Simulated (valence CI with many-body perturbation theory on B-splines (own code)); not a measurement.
## Hyperfine factors and g values of Pb XXXIII

Level of theory: configuration interaction combined with many-body perturbation theory (CI+MBPT): four valence electrons over a frozen Dirac-Fock core [Kr] 4d10, radial functions for each j: 7 s, 7 p, 7 d, 7 f, 4 g, 2 h, with the one-electron correlation potential Σ1, the two-electron term Σ2, the three-electron term Σ3, Breit, model QED; selected CI, second order for the rest, scaled by the run's own slope (own B-spline code, finite nucleus).

The last digits are not significant, and no measured levels were compared; by estimate large intervals hold to a few tenths of a per cent, small ones and those within an open d or f shell to about a per cent. Excitations out of the core, of the other parity, are not computed and may begin above about 199 eV (a cautious bound); beyond it only levels of the ground parity were kept, without lifetimes.

A/g_I is the dipole constant over the nuclear g factor μ/I (μ in nuclear magnetons, uniformly magnetised nucleus), B/Q the quadrupole constant per barn. Both hold the static response of the core; the bare values leave it out. Large factors of s and p1/2 electrons are usually good to 5 to 10 %; those of open d and f shells near neutrality can be off by tens of per cent, and small factors of p3/2, d and f electrons come from cancelling terms and can be off by a factor of two or in sign, in half-filled shells by more. B is blank for J = 1/2, where it vanishes, and for nearly pure S terms. Energies count from the lowest level. Levels with J = 0 are left out.

Levels are named by their leading jj configuration (3d3/2^4 stands for four electrons in 3d with j = 3/2), which in mixed levels can hold well under half, so a name can repeat and another be missing. Letters in brackets count levels of one name in rising energy.

| Level | E (eV) | g | A/g_I (MHz) | A/g_I bare | B/Q (MHz/b) | B/Q bare |
| --- | --- | --- | --- | --- | --- | --- |
| (4f5/2^4) J=4 | 0.000 | 0.685 | 7520 | 7030 | -4110 | -3730 |
| (4f5/2^3 4f7/2) J=5 [a] | 4.338 | 0.919 | 5540 | 5500 | -3240 | -2950 |
| (4f5/2^4) J=2 | 5.008 | 0.892 | 6680 | 6680 | 4650 | 4230 |
| (4f5/2^3 4f7/2) J=6 | 7.144 | 1.023 | 4860 | 5040 | -1780 | -1650 |
| (4f5/2^3 4f7/2) J=4 [a] | 7.970 | 0.995 | 5550 | 5730 | -5390 | -4870 |
| (4f5/2^3 4f7/2) J=1 [a] | 8.225 | 0.171 | 13700 | 12400 | 1110 | 995 |
| (4f5/2^3 4f7/2) J=7 | 8.674 | 1.055 | 4780 | 5040 | 1030 | 858 |
| (4f5/2^3 4f7/2) J=3 [a] | 9.446 | 1.061 | 4780 | 5060 | -2400 | -2180 |
| (4f5/2^3 4f7/2) J=8 | 9.700 | 1.068 | 4760 | 5060 | 4360 | 3830 |
| (4f5/2^3 4f7/2) J=2 [a] | 9.798 | 0.689 | 7900 | 7460 | -2990 | -2680 |
| (4f5/2^3 4f7/2) J=3 [b] | 10.268 | 0.988 | 5040 | 5140 | 3740 | 3410 |
| (4f5/2^3 4f7/2) J=2 [b] | 10.560 | 1.514 | 738 | 1860 | -1080 | -1050 |
| (4f5/2^3 4f7/2) J=5 [b] | 12.100 | 1.145 | 3890 | 4310 | -1250 | -1230 |
| (4f5/2^2 4f7/2^2) J=6 [a] | 12.235 | 0.926 | 5300 | 5250 | -43.6 | -20.4 |
| (4f5/2^2 4f7/2^2) J=7 [a] | 13.250 | 1.018 | 4660 | 4810 | 1820 | 1610 |
| (4f5/2^2 4f7/2^2) J=4 [a] | 13.399 | 1.223 | 3040 | 3580 | 6310 | 5680 |
| (4f5/2^2 4f7/2^2) J=8 [a] | 14.245 | 1.065 | 4400 | 4650 | 4260 | 3770 |
| (4f5/2^2 4f7/2^2) J=4 [b] | 15.335 | 1.016 | 4980 | 5150 | -3100 | -2780 |
| (4f5/2^2 4f7/2^2) J=2 [a] | 15.713 | 1.121 | 3880 | 4230 | 2870 | 2610 |
| (4f5/2^2 4f7/2^2) J=3 [a] | 15.905 | 0.913 | 5550 | 5490 | -3800 | -3440 |
| (4f5/2^2 4f7/2^2) J=5 [a] | 16.281 | 1.237 | 3010 | 3590 | 5850 | 5250 |
| (4f5/2^2 4f7/2^2) J=2 [b] | 16.614 | 1.146 | 2480 | 2740 | -477 | -478 |
| (4f5/2^2 4f7/2^2) J=1 [a] | 16.619 | 1.235 | 2460 | 2980 | 1400 | 1260 |
| (4f5/2^2 4f7/2^2) J=5 [b] | 16.656 | 1.007 | 4440 | 4530 | 1300 | 1130 |
| (4f5/2^3 4f7/2) J=4 [b] | 16.806 | 1.155 | 3660 | 4090 | -3160 | -2930 |
| (4f5/2^3 4f7/2) J=1 [b] | 16.898 | 1.288 | 1790 | 2390 | 439 | 373 |
| (4f5/2^2 4f7/2^2) J=3 [b] | 17.566 | 1.252 | 2350 | 2910 | 901 | 793 |
| (4f5/2^2 4f7/2^2) J=8 [b] | 17.596 | 1.007 | 4870 | 5010 | 5760 | 5230 |
| (4f5/2^2 4f7/2^2) J=6 [b] | 17.610 | 1.198 | 3550 | 4080 | 1410 | 1170 |
| (4f5/2^2 4f7/2^2) J=9 | 17.618 | 1.041 | 4610 | 4810 | 11000 | 9860 |
| (4f5/2^2 4f7/2^2) J=5 [c] | 18.041 | 1.101 | 4410 | 4770 | -1530 | -1380 |
| (4f5/2^2 4f7/2^2) J=4 [c] | 18.407 | 1.137 | 3200 | 3530 | 2910 | 2580 |
| (4f5/2^2 4f7/2^2) J=2 [c] | 18.658 | 0.749 | 8330 | 8110 | 1000 | 958 |
| (4f5/2^2 4f7/2^2) J=6 [c] | 18.863 | 1.055 | 4530 | 4760 | 872 | 768 |
| (4f5/2^2 4f7/2^2) J=2 [d] | 19.378 | 1.375 | 1170 | 1950 | 1390 | 1240 |
| (4f5/2 4f7/2^3) J=7 [a] | 19.695 | 1.033 | 4450 | 4610 | 1990 | 1800 |
| (4f5/2^2 4f7/2^2) J=7 [b] | 20.001 | 1.045 | 4510 | 4720 | 1920 | 1730 |
| (4f5/2 4f7/2^3) J=8 [a] | 20.628 | 1.063 | 4080 | 4280 | 3890 | 3480 |

Take the isotope of mass number 207, with I = 1/2, μ = 0.5906 μN. What is the hyperfine structure of (4f5/2^3 4f7/2) J=3 [a]?

From the table A = 5650 MHz. Shifts from the centre of gravity in MHz: F = 5/2: -11300, F = 7/2: 8480.
